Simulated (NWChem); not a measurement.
MgH$_{4}$O$_{2}$Cl$_{2}$; SMILES [OH2]->[Mg]([Cl])(<-[OH2])[Cl]

Program: NWChem. Structure relaxed at the PBE0/def2-SVP level.

### Question
Estimate the computed values for PBE/def2-SVP. Quantities: highest occupied level (eV); orbital gap (eV); dipole (D).

### Answer
highest occupied level (eV): -6.10
orbital gap (eV): 4.87
dipole (D): 4.55
